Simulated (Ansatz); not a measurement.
Molecule: sum formula SiBrCl, net charge 0, singlet state. 
Coordinates optimised at B3LYP-D3(BJ)/def2-TZVP (Ansatz, a first-principles code):
```xyz
3

Si     0.3791     0.3746     1.0903
Cl     1.1144     1.8306    -0.2184
Br    -0.6929    -1.0390    -0.3300
```
Charge 0, spin multiplicity 1.

CCSD(T) with Ansatz in growing basis sets, 18 correlated electrons. Correlated levels leave the core frozen unless marked. UHF or UKS for open shells. Spin-orbit coupling is left out. Frozen are the shells of the preceding noble gas and the d and f shells that filled before the atom's block. Non-relativistic. Costs are ratios of core time to the smallest set, on shared machines of one kind, and rough; they hold the program's checks for lower states.

```json
[
 {"basis": "def2-TZVPP", "functions": "132", "cost over smallest": "1×", "E(corr) (Eh)": "-0.5047", "electronic atomisation energy (kcal/mol)": "183.5"},
 {"basis": "def2-QZVPP", "functions": "229", "cost over smallest": "9×", "E(corr) (Eh)": "?", "electronic atomisation energy (kcal/mol)": "?"}
]
```

What does the step to def2-QZVPP buy, and how does its cost grow by formal scaling?

Formally CCSD grows as o²v⁴ and (T) as o³v⁴; with o = 9 and v going from 99 to 196 both grow 15-fold in the last step, while integrals and the mean field grow more slowly. That step adds 46.1 mEh of correlation energy and 6.1 kcal/mol to the atomisation energy. Row: E(corr) (Eh) -0.5509, electronic atomisation energy (kcal/mol) 189.5.
